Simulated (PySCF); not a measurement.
## Computed structure and properties of Ce(NH2)3

System: Ce(NH2)3 (singlet in the valence; each metal's 4f electrons, 1 of them, lie in its core potential, out of spins and levels); start: displaced along the imaginary mode (C1). Method: PySCF 2.14.0, RKS PBE0, Ce lcecp-1-SVP with ECP47, N def2-SVP, H def2-SVP; non-relativistic Hamiltonian with scalar-relativistic core potentials where named; density fitting; no spin-orbit coupling.

Input of the relaxation:

```python
mol = gto.M(atom='''
Ce     0.00000    -0.00000    -0.00000
N      2.31441     0.00004    -0.00447
H      2.93844    -0.24987     0.80502
H      2.95094     0.24998    -0.80376
N     -1.15724     2.00432    -0.00974
H     -1.63440     2.44088     0.80576
H     -1.31039     2.65942    -0.80302
N     -1.15717    -2.00436     0.01421
H     -1.43462    -2.59491     0.80239
H     -1.50997    -2.50550    -0.80639''',
    basis={'Ce': 'lcecp-1-SVP', 'N': 'def2-SVP', 'H': 'def2-SVP'},
    ecp={'Ce': 'lcecp-1-SVP'},
    charge=0, spin=0)
mf = dft.RKS(mol, xc='PBE0')
mf.grids.atom_grid = (50, 194)  # f atoms: unpruned, at least (60, 302)
mf = mf.density_fit()  # fitting sets: Ce AutoAux, N def2-universal-JKFIT, H def2-universal-JKFIT
mf.conv_tol = 1e-08; mf.max_cycle = 55
mf.kernel(dm0)  # dm0: converged density of the start geometry
# quasi-Newton relaxation in Cartesian coordinates to a largest gradient under 0.00045 Eh/bohr, steps kept in the point group
```

Run from Python with OMP_NUM_THREADS=2; the lines above give its settings. Where DIIS fails, smearing, a level shift and second-order steps follow.
It took 3.7 min on 2 threads of Arm Neoverse V1, with other jobs on the host, from the converged density of the start.

Course of the relaxation:

```tsv
step	energy above end (eV)	largest force component within the symmetry (eV/Å)
0	0.9628	1.130
1	0.8337	0.199
2	0.6864	0.735
3	0.6481	1.472
4	0.5072	0.993
5	0.4700	0.751
6	0.4158	0.648
7	0.3637	0.339
41	0.0006	0.040
42	0.0004	0.025
43	0.0003	0.035
44	0.0002	0.027
45	0.0001	0.024
46	0.0000	0.022
```
(The steps between are left out.)

Relaxed geometry (nearly C3v):

```xyz
10

Ce   -0.0080   -0.0190   -0.1638
N     2.2670   -0.0045   -0.0101
H     2.8884   -0.8022    0.1395
H     2.8838    0.8098   -0.0425
N    -1.1362    1.9615   -0.2430
H    -2.1450    2.1189   -0.2074
H    -0.7225    2.8956   -0.2640
N    -1.1398   -1.9663    0.1903
H    -0.7369   -2.8912    0.3531
H    -2.1509   -2.1026    0.2479
```

| contact | Å |
| --- | --- |
| Ce1–N2 (NH2) | 2.280 |
| Ce1–N5 (NH2) | 2.281 |
| Ce1–N8 (NH2) | 2.280 |

On the finer grid (75, 302):

The HOMO is -5.84 eV. The LUMO is -1.07 eV, the dipole about the centre of mass is 0.53 D and the set of Mulliken populations of Ce1 outside the core potential is s 2.15, p 6.26, d 1.53, f 0.07. The D3(BJ) dispersion energy (not in the energies) is -0.148 eV.

```json
{"atom": "Ce1", "Mulliken (e)": "0.99", "Löwdin (e)": "0.67", "spin (e)": "0.00"}
{"atom": "N2", "Mulliken (e)": "-0.57", "Löwdin (e)": "-0.35", "spin (e)": "0.00"}
{"atom": "H3", "Mulliken (e)": "0.12", "Löwdin (e)": "0.06", "spin (e)": "0.00"}
{"atom": "H4", "Mulliken (e)": "0.12", "Löwdin (e)": "0.06", "spin (e)": "0.00"}
{"atom": "N5", "Mulliken (e)": "-0.57", "Löwdin (e)": "-0.35", "spin (e)": "0.00"}
{"atom": "H6", "Mulliken (e)": "0.12", "Löwdin (e)": "0.06", "spin (e)": "0.00"}
{"atom": "H7", "Mulliken (e)": "0.12", "Löwdin (e)": "0.06", "spin (e)": "0.00"}
{"atom": "N8", "Mulliken (e)": "-0.57", "Löwdin (e)": "-0.35", "spin (e)": "0.00"}
{"atom": "H9", "Mulliken (e)": "0.12", "Löwdin (e)": "0.06", "spin (e)": "0.00"}
{"atom": "H10", "Mulliken (e)": "0.12", "Löwdin (e)": "0.06", "spin (e)": "0.00"}
```

The 4f levels lie in the core potential and are missing. Their spin isn't counted.

No frequency check is given for this geometry.

Taking off one NH2 (charge -1, singlet; the rest: singlet) in vacuum, both parts rigid, costs 10.11 eV; the small basis without counterpoise inflates it. Most of it is the attraction of opposite charges; other ways to part are cheaper, and one spin state was tried for the rest.

Rigid scan of NH2 along the line from its metal:

(distance to N2 (Å), energy (eV)): (1.98, 0.878), (2.08, 0.341), (2.18, 0.074), (2.28, 0.000), (2.38, 0.061), (2.48, 0.214), (2.68, 0.682), (2.98, 1.531), (3.38, 2.616), (3.88, 3.703)

One start shape was tried, so this needn't be the lowest isomer.

An lcecp potential fixes the number of 4f electrons, so in runs with it no electron can move into or out of that shell.
